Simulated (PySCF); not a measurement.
Species: C4H5Br.
Numbering: `[CH3:1][C@H:2]1[CH:3]=[C:4]1[Br:5]` (hydrogens: H6, H7, H8 on C1; H9 on C2; H10 on C3)

The calculation used PySCF, PBE0-D3(BJ)/def2-SVP geometry optimisation, gas phase.

**Question.** What internal coordinates does the optimisation give?

**Answer.** 
```tsv
bond	length (pm)
C1–C2	151.0
C2–C3	152.2
C3=C4	129.7
C4–Br5	184.0
C2–C4	148.7
C1–H6, C1–H7, C1–H8	110.2
C2–H9	110.4
C3–H10	108.6
```

Bonds in one row agree within 1 pm and their mean is given. A selection of angles:
```tsv
angle	degrees
C2–C1–H6	111.0
H6–C1–H7	107.3
C1–C2–C3	122.0
C1–C2–C4	122.1
C1–C2–H9	113.4
C3–C2–C4	51.0
C3–C2–H9	117.3
C4–C2–H9	117.3
C2–C3–C4	63.1
C2–C3–H10	145.3
C4–C3–H10	151.6
C3–C4–Br5	149.1
C2–C4–C3	65.9
C2–C4–Br5	145.0
```

Dihedral angles: C1–C2–C3–C4 107° (anticlinal); C2–C3–C4–Br5 -178° (antiperiplanar); C1–C2–C4–C3 -107° (anticlinal).

The 4 C–C bonds span 1.297 Å (C3=C4, drawn double) to 1.522 Å (C2–C3, drawn single), a spread of 0.225 Å. The 3-membered ring C2–C3–C4 has internal angles of 51.0° to 65.9°.

Point group: C1 (no symmetry element, even within 0.4 Å). Stationary, but not proved a minimum.
